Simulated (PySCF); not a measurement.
## Converging CBr⁺ in the basis (MP2)

PySCF, RHF reference; singlet, unpaired electrons none; De to C⁺ + Br without counterpoise correction. Frozen cores follow the default of each basis and core potential.

```
             basis                           relativity  functions  Re (Å)  ωe (cm⁻¹)  De (eV)  frozen orbitals
cc-pVDZ/cc-pVDZ-PP  scalar-relativistic core potentials         37   1.696       1040     5.86                5
cc-pVTZ/cc-pVTZ-PP  scalar-relativistic core potentials         69   1.681       1043     6.23                5
       def2-TZVPPD                        no relativity         94   1.685       1044     6.25               10
```

(1) How does each smaller set differ from the one with most functions, def2-TZVPPD?

Correlated steps freeze the inner cores (5 to 10 orbitals); shallow outer-core shells are correlated. Correlated levels converge slowly with the basis: in double zeta they bind strong bonds too weakly, by up to about 1 eV, and carry superposition errors of some tenths. For an ion De counts to the pair picked by the measured ionisation energies or electron affinities, which need not be the lowest pair at this level. Where the molecule has an RHF reference, its open-shell atoms are computed with UHF.

## Answers

(1) cc-pVDZ/cc-pVDZ-PP: +1.1 pm, -0.4 % in ωe, -0.39 eV in De; cc-pVTZ/cc-pVTZ-PP: -0.4 pm, -0.1 % in ωe, -0.02 eV in De. All at MP2; the set with most functions is neither the basis-set limit nor always the best. The rows treat relativity differently, so the differences are not basis effects alone.
